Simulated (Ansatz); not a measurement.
GeH4 (SMILES [GeH4]) moved off its minimum; all values from Ansatz (a first-principles code), cores frozen in correlated methods.
(charge 0, multiplicity 1)
```xyz
5

Ge    -0.0063    -0.0984    -0.0880
H     -0.7618    -0.8178    -1.1323
H      0.5799    -0.8688     1.1355
H     -0.9891     0.9852     0.6462
H      1.0621     0.7896    -0.6365
```

### Question
Give the forces (eV/Å), the total energy and the dipole at CCSD(T)/aug-cc-pVTZ.

### Answer

| atom | Fx | Fy | Fz |
|---|---|---|---|
| Ge1 | -0.656 | 1.583 | 2.407 |
| H2 | -0.478 | -0.810 | -0.737 |
| H3 | -0.129 | -0.240 | -0.493 |
| H4 | 0.492 | -0.857 | -0.619 |
| H5 | 0.770 | 0.324 | -0.557 |
Energy -2077.8832 hartree, dipole 0.66 D.
